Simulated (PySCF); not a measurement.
Compound: C3H7AsS.
SMILES: `CC(=S)C[AsH2]`

The calculation used TDDFT wB97X-D/def2-SVPD, vertical, gas phase, core orbitals frozen in the response in PySCF. Isolated species at its PBE0-D3(BJ)/def2-SVP geometry (one conformer only). The wB97X-D/def2-SVPD calculation is non-relativistic and has no spin–orbit coupling, an omission that weighs most on arsenic. Torsions of this conformer, `[CH3:1][C:2](=[S:3])[CH2:4][AsH2:5]`: C1–C2–C4–As5 90°, H–As5–C4–C2 49°, H–As5–C4–C2 -44°.

Computed states:

```json
{"state": "S1", "E (eV)": "2.56", "f": "0.0006"}
{"state": "S2", "E (eV)": "4.89", "f": "0.242"}
{"state": "S3", "E (eV)": "5.85", "f": "0.080"}
{"state": "S4", "E (eV)": "6.04", "f": "0.051"}
{"state": "S5", "E (eV)": "6.48", "f": "0.0098"}
{"state": "S6", "E (eV)": "6.62", "f": "0.108"}
{"state": "S7", "E (eV)": "6.71", "f": "0.017"}
{"state": "S8", "E (eV)": "6.83", "f": "0.011"}
{"state": "S9", "E (eV)": "6.90", "f": "0.012"}
{"state": "S10", "E (eV)": "7.11", "f": "0.033"}
```

Broadening: Gaussians 0.5 eV wide at half height, area fixed by f = 4.319×10⁻⁹ ∫ε dν̃. The width is an assumption, not a result. The curve ends short of the highest state used, and states not computed would add to its high-energy end.

Question: Give the broadened spectrum and its maxima.

Answer: 
```
E (eV)  ε (L mol⁻¹ cm⁻¹)
  1.81                 0
  1.94                 0
  2.08                 3
  2.21                 9
  2.34                19
  2.48                30
  2.61                31
  2.75                21
  2.88                10
  3.02                 3
  3.15                 1
  3.28                 0
  3.42                 0
  3.55                 0
  3.69                 0
  3.82                 0
  3.96                 1
  4.09                11
  4.22                90
  4.36               578
  4.49              2211
  4.63              6163
  4.76             10818
  4.90             13037
  5.03             10507
  5.16              5842
  5.30              2190
  5.43              1196
  5.57              2181
  5.70              4206
  5.84              6131
  5.97              6365
  6.10              5189
  6.24              4105
  6.37              4776
  6.51              6862
```

Maxima: 485 nm (2.56 eV), ε about 32, made up of S1 (100%); 254 nm (4.89 eV), ε about 13000, made up of S2 (100%); 209 nm (5.92 eV), ε about 6500, made up of S3 (63%) and S4 (36%) (ε in L mol⁻¹ cm⁻¹; maxima over ε = 5, shares over 10%). At its high-energy end, 6.51 eV, the curve is still rising (ε about 6900, from S6).

Question: What would ε be at 4.89 eV, the highest of these maxima, with half the width (0.25 eV)?

Answer: About 26100 L mol⁻¹ cm⁻¹ against 13100, a factor of about 2.00; a lone state at its own centre would give exactly 2.

Question: On this curve, what absorbance would a 10⁻⁴ mol/L sample give at 193 nm over a 1 cm path?

Answer: 193 nm is 6.424 eV, where ε is about 5500 L mol⁻¹ cm⁻¹, so A = ε c l ≈ 0.55 (Beer–Lambert, with the gas-phase spectrum and the assumed width).

Question: Coming from long wavelengths, where does ε first pass 100 L mol⁻¹ cm⁻¹?

Answer: At about 293 nm (4.23 eV), 1.67 eV above S1.

The vertical ionisation energy (ΔSCF) is 8.39 eV, 1.29 eV above S10.

On one thread of an Arm Neoverse V1, shared host with 32 logical CPUs at a one-minute load of 8.6, this took 1.7 min and 0.97 GiB of memory at its peak.
